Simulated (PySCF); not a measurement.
Electron correlation in N⁺ (nitrogen, charge +1)

[He] 2s1 2p2 3s1, high-spin 5P determinant (an excited configuration). Calculation: PySCF 2.14, in aug-cc-pCVTZ-DK with one added diffuse shell each of s, p, d, f type (8s7p5d3f, 75 functions); scalar relativity by spin-free X2C-1e. Frozen: nothing; 6 electrons correlated.

```
  level  correlation energy (mhartree)
   CCSD                         -72.63
    (T)                          -0.25
CCSD(T)                         -72.88
```

Diagnostics: T1 = 0.0048, D1 = 0.0161, largest double amplitude 0.035.

The outer electron is Rydberg-like, and this basis confines it to a smaller radius and binds it less than a complete one would.

Cost of the coupled-cluster step: about 7 core-seconds, for 6 correlated electrons.

Iterations:

```
CC2 = 0
CCSD nocc = (np.int64(5), np.int64(1)), nmo = (75, 75)
frozen orbitals [[], []]
max_cycle = 100
direct = 0
conv_tol = 1e-08
conv_tol_normt = 1e-06
diis_space = 8
diis_start_cycle = 0
Init t2, MP2 energy = -0.0650589696592685
Init E_corr(UCCSD) = -0.0650589696653581
cycle = 1  E_corr(UCCSD) = -0.0707994752892381  dE = -0.00574050562  norm(t1,t2) = 0.0196514
cycle = 2  E_corr(UCCSD) = -0.0718931287744565  dE = -0.00109365349  norm(t1,t2) = 0.00959593
cycle = 3  E_corr(UCCSD) = -0.0725893660224102  dE = -0.000696237248  norm(t1,t2) = 0.00597926
cycle = 4  E_corr(UCCSD) = -0.0725315427299736  dE = 5.78232924e-05  norm(t1,t2) = 0.00293465
cycle = 5  E_corr(UCCSD) = -0.0726393542831854  dE = -0.000107811553  norm(t1,t2) = 0.00140848
cycle = 6  E_corr(UCCSD) = -0.0726275238231595  dE = 1.183046e-05  norm(t1,t2) = 0.000444691
cycle = 7  E_corr(UCCSD) = -0.0726364542649057  dE = -8.93044175e-06  norm(t1,t2) = 0.000147507
cycle = 8  E_corr(UCCSD) = -0.0726327091121447  dE = 3.74515276e-06  norm(t1,t2) = 4.70468e-05
cycle = 9  E_corr(UCCSD) = -0.0726336875256524  dE = -9.78413508e-07  norm(t1,t2) = 1.52028e-05
cycle = 10  E_corr(UCCSD) = -0.072633538659834  dE = 1.48865818e-07  norm(t1,t2) = 3.64151e-06
cycle = 11  E_corr(UCCSD) = -0.072633502195305  dE = 3.6464529e-08  norm(t1,t2) = 8.34056e-07
cycle = 12  E_corr(UCCSD) = -0.0726334997778374  dE = 2.41746766e-09  norm(t1,t2) = 1.9153e-07
UCCSD converged
E(UCCSD) = -53.1333302584621  E_corr = -0.07263349977783735
UCCSD(T) correction = -0.000246244907336385
```
